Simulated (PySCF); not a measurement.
# Correlation energy of Fe (iron, neutral)

[Ar] 3d8, high-spin 3F determinant (an excited configuration). Calculation: PySCF 2.14, in aug-cc-pVTZ (8s7p5d3f2g, 93 functions); the non-relativistic Hamiltonian (point nucleus). Frozen: [Ar]; 8 electrons correlated.

```csv
level,correlation energy (mhartree)
CCSD,-298.86
(T),-23.81
CCSD(T),-322.67
```

Diagnostics: T1 = 0.038, D1 = 0.0666, largest double amplitude 0.033.

T1 exceeds 0.03, a sign that the reference determinant is poor.

Cost of the coupled-cluster step: about 70 core-seconds, for 8 correlated electrons.

Iterations:

```
CC2 = 0
CCSD nocc = (np.int64(5), np.int64(3)), nmo = (84, 84)
frozen orbitals [[0, 1, 2, 3, 4, 5, 6, 7, 8], [0, 1, 2, 3, 4, 5, 6, 7, 8]]
max_cycle = 100
direct = 0
conv_tol = 1e-08
conv_tol_normt = 1e-06
diis_space = 8
diis_start_cycle = 0
Init t2, MP2 energy = -0.349327900566698
Init E_corr(UCCSD) = -0.349327900577016
cycle = 1  E_corr(UCCSD) = -0.266771515282376  dE = 0.0825563853  norm(t1,t2) = 0.245207
cycle = 2  E_corr(UCCSD) = -0.316930294033804  dE = -0.0501587788  norm(t1,t2) = 0.245094
cycle = 3  E_corr(UCCSD) = -0.300266918496207  dE = 0.0166633755  norm(t1,t2) = 0.285363
cycle = 4  E_corr(UCCSD) = -0.298020328824564  dE = 0.00224658967  norm(t1,t2) = 0.0282155
cycle = 5  E_corr(UCCSD) = -0.29746245662841  dE = 0.000557872196  norm(t1,t2) = 0.0155211
cycle = 6  E_corr(UCCSD) = -0.298231528525982  dE = -0.000769071898  norm(t1,t2) = 0.0111444
cycle = 7  E_corr(UCCSD) = -0.298980927804181  dE = -0.000749399278  norm(t1,t2) = 0.00677105
cycle = 8  E_corr(UCCSD) = -0.298955574064702  dE = 2.53537395e-05  norm(t1,t2) = 0.00264782
cycle = 9  E_corr(UCCSD) = -0.298809492440554  dE = 0.000146081624  norm(t1,t2) = 0.00171579
cycle = 10  E_corr(UCCSD) = -0.298844703783426  dE = -3.52113429e-05  norm(t1,t2) = 0.000984245
cycle = 11  E_corr(UCCSD) = -0.298857619688845  dE = -1.29159054e-05  norm(t1,t2) = 0.000432471
cycle = 12  E_corr(UCCSD) = -0.298860161413132  dE = -2.54172429e-06  norm(t1,t2) = 0.000301259
cycle = 13  E_corr(UCCSD) = -0.29885756719351  dE = 2.59421962e-06  norm(t1,t2) = 0.000175683
cycle = 14  E_corr(UCCSD) = -0.298854655676369  dE = 2.91151714e-06  norm(t1,t2) = 8.73037e-05
cycle = 15  E_corr(UCCSD) = -0.298856163980144  dE = -1.50830377e-06  norm(t1,t2) = 4.86785e-05
cycle = 16  E_corr(UCCSD) = -0.298854986537566  dE = 1.17744258e-06  norm(t1,t2) = 3.22555e-05
cycle = 17  E_corr(UCCSD) = -0.298854625838936  dE = 3.6069863e-07  norm(t1,t2) = 1.94062e-05
cycle = 18  E_corr(UCCSD) = -0.298855569763403  dE = -9.43924467e-07  norm(t1,t2) = 1.58482e-05
cycle = 19  E_corr(UCCSD) = -0.298855449199986  dE = 1.20563417e-07  norm(t1,t2) = 1.15276e-05
cycle = 20  E_corr(UCCSD) = -0.29885546448001  dE = -1.52800232e-08  norm(t1,t2) = 7.44e-06
cycle = 21  E_corr(UCCSD) = -0.298855504700063  dE = -4.0220053e-08  norm(t1,t2) = 4.23161e-06
cycle = 22  E_corr(UCCSD) = -0.298855485574447  dE = 1.9125616e-08  norm(t1,t2) = 3.38774e-06
cycle = 23  E_corr(UCCSD) = -0.298855428652223  dE = 5.69222233e-08  norm(t1,t2) = 2.03544e-06
cycle = 24  E_corr(UCCSD) = -0.298855353623327  dE = 7.50288963e-08  norm(t1,t2) = 1.42398e-06
cycle = 25  E_corr(UCCSD) = -0.298855343070987  dE = 1.05523395e-08  norm(t1,t2) = 6.68426e-07
cycle = 26  E_corr(UCCSD) = -0.298855338798586  dE = 4.27240193e-09  norm(t1,t2) = 3.10199e-07
UCCSD converged
E(UCCSD) = -1262.479309861421  E_corr = -0.2988553387985856
UCCSD(T) correction = -0.0238084661444296
```
